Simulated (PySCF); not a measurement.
C₂H₆AlBr, SMILES [CH3][Al]([CH3])[Br].

Geometry: PBE-D3(BJ)/def2-SVP. The structure was generated by enumeration; whether it is a known compound was not checked.

All values below come from PySCF 2.14.0 with TDDFT-M06-2X/def2-SVPD.

Vertical excitations. The molecule is in vacuum.

**Question.** List the lowest excited states. (Estimate from the structure and the level; the computed values follow.)

**Answer.** 
```
state  energy (eV)  λ (nm)      f                                              main pairs
-----  -----------  ------  -----  ------------------------------------------------------
S1            5.46     227  0.000                                          HOMO→LUMO 95 %
S2            6.39     194  0.163                                        HOMO→LUMO+1 92 %
S3            6.47     192  0.000                                        HOMO−2→LUMO 94 %
S4            6.72     184  0.001                                        HOMO−3→LUMO 96 %
S5            6.76     184  0.047                                        HOMO−1→LUMO 93 %
S6            7.02     177  0.062                                      HOMO−1→LUMO+1 81 %
S7            7.11     174  0.010                    HOMO−2→LUMO+1 74 %, HOMO→LUMO+2 16 %
S8            7.53     165  0.240                                      HOMO−3→LUMO+1 87 %
S9            7.76     160  0.004  HOMO→LUMO+2 47 %, HOMO→LUMO+4 21 %, HOMO−2→LUMO+1 12 %
S10           8.22     151  0.012     HOMO→LUMO+4 50 %, HOMO→LUMO+2 21 %, HOMO→LUMO+3 8 %
T1            5.23     237      0                                          HOMO→LUMO 90 %
T2            5.92     209      0                                        HOMO→LUMO+1 77 %
T3            6.10     203      0                                        HOMO−1→LUMO 95 %
T4            6.29     197      0                      HOMO−2→LUMO 71 %, HOMO−3→LUMO 19 %
```
Triplets are in the Tamm–Dancoff approximation, which puts them higher than full response would, so one can lie above its singlet here.
